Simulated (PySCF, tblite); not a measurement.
Calculations on `O=C(/C=[C]\Cl)COCF` [radical], in the order of a workflow; each names the level of the geometry that it ran on. Settings lines and outputs come from a driver script.

Compound: C₅H₅ClFO₂ (doublet state).
SMILES with atom numbers: `[O:1]=[C:2](/[CH:3]=[C:4]\[Cl:5])[CH2:6][O:7][CH2:8][F:9]` (hydrogens: H10 on C3; H11, H12 on C6; H13, H14 on C8)

Step 1: GFN2-xTB geometry optimisation, gas phase (tblite 0.8.0) (from a force-field or distance-geometry start)
```json
{"job": {"kind": "relax", "xc": "GFN2-xTB", "basis": "xTB"}, "charge": 0, "multiplicity": 2}
```
```
step      E/eV     max force
  0    -830.48450    2.965
  1    -830.70640    2.617
  2    -830.80700    0.965
...
 74    -831.17735    0.017
 75    -831.17739    0.021
 76    -831.17744    0.020
 77    -831.17746    0.012
 78    -831.17748    0.006
```

Energy lowered by 16.0 kcal/mol over 78 steps; largest atomic force 0.006 eV/Å at the end. «max force» is the largest atomic force in eV/Å.

Step 2: GFN2-xTB harmonic vibrations, gas phase (tblite 0.8.0) (on the GFN2-xTB geometry)
```json
{"job": {"kind": "ir", "xc": "GFN2-xTB", "basis": "xTB"}, "charge": 0, "multiplicity": 2}
```
```
(table of modes left out)
```

36 modes from 41 to 3040 cm⁻¹ (unscaled, harmonic); zero-point energy 56.7 kcal/mol; all wavenumbers are real at this level.

Step 3: UKS B3LYP, pcH-1 on C Cl F H O, non-relativistic, mean-field spin-orbit, GIAO (PySCF 2.14.0) (on the GFN2-xTB geometry)
```json
{"job": {"kind": "epr", "basis": "pcH-1"}, "charge": 0, "multiplicity": 2}
```
```
...
E = -903.93661288 Eh   <S^2> = 0.7598 (exact 0.7500)
g shifts (ppm)      1          2          3
  rmc          -200       -200       -200
  gc             -2         34        -89
  oz_so        -628       1189       5392
  total        -830       1023       5103
hyperfine (MHz)  atom isotope    a_iso     a_fc   dipolar eigenvalues
    0   17O      -0.24      -0.14    -12.32      1.34     10.99
    1   13C      64.10      64.08     -6.79     -4.77     11.57
    2   13C      10.96      11.01    -19.38      0.11     19.27
    3   13C     448.83     448.58    -75.25    -52.15    127.39
    4  35Cl      35.56      35.51    -36.65    -25.79     62.44
    5   13C       8.42       8.42     -1.32     -0.19      1.51
    6   17O       0.04       0.04     -0.94      0.39      0.55
    7   13C      -0.14      -0.14     -0.16     -0.09      0.24
    8   19F       0.25       0.25     -0.71     -0.03      0.74
    9    1H      85.17      85.19     -6.98     -6.00     12.98
   10    1H      -0.75      -0.75     -2.59     -1.15      3.74
   11    1H      -0.72      -0.72     -2.64     -1.11      3.75
   12    1H       0.64       0.64     -0.64     -0.51      1.15
   13    1H       0.13       0.13     -0.35     -0.31      0.66
```

⟨S²⟩ 0.760; g_iso 2.0041. rmc, gc and oz_so are the mass-correction, gauge-correction and orbital-Zeeman/spin–orbit parts of the g shift along its three principal axes; a_iso is the isotropic hyperfine coupling and a_fc its Fermi-contact part. The log counts atoms from 0, this text from 1.

Question: Which step took the most CPU time, and about what did each take on one thread, Arm Neoverse V2 (aarch64), no GPU, shared host?

Answer: Step 3, about 99 % of the total. CPU time by step: 1: 0.44 s, 2: 0.38 s, 3: 1.7 min.

Geometry of the electronic-property runs (GFN2-xTB):
```
atom  x, y, z in Å
O1    -0.1393   -1.8488   -0.5258
C2     0.5304   -0.8516   -0.4465
C3     2.0026   -0.9373   -0.2253
C4     2.8900    0.0182   -0.1071
Cl5    2.9461    1.6601   -0.1277
C6    -0.0445    0.5523   -0.5442
O7    -1.4284    0.5656   -0.8305
C8    -2.2458    0.1726    0.1963
F9    -2.2064    1.0925    1.2252
H10    2.3394   -1.9641   -0.1561
H11    0.1671    1.0920    0.3891
H12    0.4303    1.0805   -1.3744
H13   -1.9716   -0.7933    0.6427
H14   -3.2705    0.1608   -0.1875
```

 (This holds for the electronic-property runs.)

One conformer stands for the species.
